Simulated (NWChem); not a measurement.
# CH6OSi; SMILES C[SiH2]O

```xyz
9

Si     0.4545     0.1178    -0.0155
C     -0.4281    -1.5344    -0.0354
O     -0.6003     1.4112    -0.0869
H      1.3213     0.2538    -1.2193
H      1.3055     0.1967     1.2175
H     -1.0753    -1.6610     0.8469
H      0.3047    -2.3577    -0.0323
H     -1.0529    -1.6368    -0.9361
H     -1.1576     1.5579     0.6820
```
Atoms are numbered in this order, from 1.

Results from NWChem. The geometry was optimised at PBE0/def2-SVP. GIAO values for the isolated, static molecule; σ is the absolute isotropic shielding, δ = σ(reference) − σ with the isolated reference molecule computed at the same levels (13C: tetramethylsilane, 1H: tetramethylsilane, 17O: water, 29Si: tetramethylsilane).

What does the run give for PBE/pcSseg-1? Quantities: δ Si1 (ppm); δ C2 (ppm); δ O3 (ppm); δ H4 (ppm); δ H5 (ppm); δ H6 (rotor mean) (ppm); δ H9 (ppm).


```yaml
"δ Si1 (ppm)": -10.1
"δ C2 (ppm)": 1.0
"δ O3 (ppm)": 29.6
"δ H4 (ppm)": 5.00
"δ H5 (ppm)": 5.33
"δ H6 (rotor mean) (ppm)": 0.23
"δ H9 (ppm)": 0.24
```
